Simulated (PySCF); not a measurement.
# Ionisation energy of Ta⁺ by level of theory

Ta⁺ [Xe] 4f14 5d3 6s1 (5F) → Ta²⁺ [Xe] 4f14 5d3 (4F), as a difference of total energies. Calculation: PySCF 2.14, in aug-cc-pwCVTZ-PP with ECP60MDF (8s8p7d4f3g, 122 functions); scalar relativity through the core potential. Correlated levels: valence: 5s2 5p6 frozen; valence and next inner shell: nothing frozen outside the core potential. The calculations carry no spin-orbit coupling.

```csv
method,ionisation energy (eV)
UHF,14.192
LDA,15.730
PBE,15.457
PBE0,15.218
r2SCAN,15.470
B97-3,14.943
B2PLYP,14.878
LC-wPBE,14.907
MP2 (valence),14.566
SCS-MP2 (valence),14.317
MP2 (valence and next inner shell),15.061
SCS-MP2 (valence and next inner shell),14.747
```

Q: How much does correlation contribute at MP2 (valence and next inner shell)?

A: 15.061 − (14.192) = 0.869 eV, measured against UHF.

The reference lies between the lowest fine-structure levels, while these numbers refer to the centres of the terms.

Errors of the correlated levels include the incompleteness of this basis and the frozen core.

For comparison: 16.2 ± 0.5 eV (semi-empirical (NIST evaluation); NIST Atomic Spectra Database, ionization energies).
